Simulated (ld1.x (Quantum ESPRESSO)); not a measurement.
Results of a calculation; reference values are marked as such.
# Pseudopotentials across the periodic table

Generated with ld1.x 7.5 (TM, RRKJ, ultrasoft, PAW), atompaw 4.2 or ONCVPSP 4.0.1. The cutoff is in Ry: for ld1.x and atompaw files where the sum of valence levels is converged to 10 mRy in a Bessel basis, for ONCV files where the hardest occupied wave has 1 mHa per electron of residual kinetic energy. The error is the largest all-electron minus pseudo excitation energy over each file’s own four to seven test configurations (ionisations up to +4, promotions, holes and added fractions of an electron), all of which were solved. The labels leave out finer settings (local radius, basis sizes, second energies), which also bear on the numbers. Spin-polarised tests are not counted. The rows are a selection from randomly drawn settings: files with unsolved tests, undetermined cutoffs or missed reference levels are left out.

A true bound ghost makes a file unfit for plane-wave use even where its test errors are small: the radial tests pick states by their node count and pass the ghost by.

| element | potential | cutoff (Ry) | largest error (meV) | bound ghosts |
| --- | --- | --- | --- | --- |
| O | ultrasoft, PBE, non-relativistic, rc 1.05/1.45 (sp), local smoothed, core correction yes, reference 2s2 2p3 | 35 | +437 | none |
| Mg | TM, LDA (PZ), non-relativistic, rc 2.50/3.65/3.10 (spd), local s, core correction yes, reference 3s1.5 3p0.5 | 6 | +25 | none |
| Si | PAW, PBE, scalar-relativistic, rc 2.05/2.15 (sp), local smoothed, core correction yes, reference 3s1.75 3p2.25 | 8 | -7.4 | none |
| Cu | PAW, PBEsol, scalar-relativistic, rc 2.45/3.10/1.65 (spd), local smoothed, core correction yes, reference 3d10 4s1 4p0 | 40 | -1808 | none |
| As | RRKJ, Wu–Cohen, scalar-relativistic, rc 1.35/2.15/1.95 (spd), local s, core correction yes, reference 4s1.5 4p3.5 | 35 | -245 | d |
| Pd | TM semilocal, PBE, scalar-relativistic, rc 1.60/1.10/1.80 (spd), local p, core correction yes, reference 4s2 4p6 4d10 5s0 5p0 | 140 | +1857 | none |

Fill in the row for Cu: TM semilocal, PW91, scalar-relativistic, rc 1.90/3.15/1.40 (spd), local s, core correction no, reference 3d10 4s0 4p1.

cutoff 140 Ry, largest error -1357 meV, bound ghosts: none.

Fill in the row for Kr: TM, PBEsol, scalar-relativistic, rc 1.10/1.05/1.15 (spd), local p, core correction yes, reference 4s2 4p6.

cutoff 230 Ry, largest error +106 meV, bound ghosts: d.
